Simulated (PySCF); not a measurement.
Species: C3H9NO2Si2.
Numbering: `[NH2:1][CH2:2][C@@H:3]1[SiH2:4][O:5][SiH2:6][C:7]1=[O:8]` (hydrogens: H9, H10 on N1; H11, H12 on C2; H13 on C3; H14, H15 on Si4; H16, H17 on Si6)

Cartesian coordinates in Å at the GFN2-xTB level; atoms count from 1:
```
atom  x, y, z in Å
N1    -2.1962   -0.5862    1.3352
C2    -1.6996    0.0541    0.1275
C3    -0.1963    0.2922    0.2474
Si4    0.6282    1.5207   -0.9610
O5     2.1475    0.9023   -0.9332
Si6    2.4594   -0.5587   -0.2471
C7     0.6187   -0.9819    0.1496
O8     0.1286   -2.0889    0.1905
H9    -3.1953   -0.7472    1.2642
H10   -1.7467   -1.4919    1.4329
H11   -1.8886   -0.5324   -0.7880
H12   -2.2148    1.0144    0.0216
H13   -0.0011    0.6709    1.2588
H14    0.7300    2.8768   -0.4422
H15    0.1205    1.4113   -2.3243
H16    3.0236   -1.4121   -1.2792
H17    3.2753   -0.3315    0.9374
```

Computed, not measured: PySCF 2.14.0, density-fitted response routines, TDDFT B3LYP/def2-SVPD, vertical, gas phase, core orbitals frozen in the response.

| state | E (eV) | λ (nm) | f | \|μ\| (D) | main configurations (H = HOMO, L = LUMO) |
| --- | --- | --- | --- | --- | --- |
| S1 | 3.28 | 378.3 | 0.0015 | 0.35 | H→L (78%), H-1→L (20%) |
| S2 | 4.13 | 300.2 | 0.0005 | 0.18 | H-1→L (79%), H→L (20%) |
| S3 | 5.23 | 237.2 | 0.0067 | 0.58 | H→L+1 (90%) |
| S4 | 5.62 | 220.5 | 0.0019 | 0.30 | H-1→L+1 (84%), H→L+1 (8%) |
| S5 | 5.82 | 213.0 | 0.014 | 0.80 | H-2→L (84%), H→L+2 (10%) |
| S6 | 5.86 | 211.6 | 0.0088 | 0.63 | H→L+2 (76%), H-2→L (12%) |
| S7 | 6.06 | 204.7 | 0.016 | 0.83 | H→L+3 (83%) |
| S8 | 6.09 | 203.5 | 0.011 | 0.69 | H-3→L (89%) |

Triplets (Tamm–Dancoff): T1 2.69 eV, H→L (71%), H-1→L (25%); T2 4.09 eV, H-1→L (73%), H→L (26%); T3 5.04 eV, H→L+1 (80%), H-1→L+1 (13%).

The lowest singlet comes at 378 nm (316 kJ/mol) in the ultraviolet; it is very weak; its leading configuration is HOMO→LUMO (78%). The largest oscillator strength of a single state is 0.016. Löwdin shares by element: HOMO oxygen 32% or more, nitrogen 22%, carbon 18% or more (atoms not listed hold the other 28%); LUMO carbon 42% or more, oxygen 29% or more, silicon 10% or more (atoms not listed hold the other 19%). Orbital energies (eV): HOMO-3 -8.86, HOMO-2 -8.58, HOMO-1 -6.86, HOMO -6.58, LUMO -1.79, LUMO+1 -0.45, LUMO+2 0.12. The oscillator strengths of these states sum to 0.060; summed over the whole spectrum of an exact calculation they would give the number of electrons, 78 (Thomas–Reiche–Kuhn). Weighted by f, the mean energy of these states is 5.79 eV. No computed singlet lies in the visible range (380 to 750 nm); the lowest, at 378 nm, stands 0.02 eV above its violet end (3.26 eV); a Tamm–Dancoff triplet lies at 460 nm, without intensity as long as spin–orbit coupling is left out. Only the lowest 8 singlets were computed, as vertical energies without vibronic structure.

One conformer stands for the species.
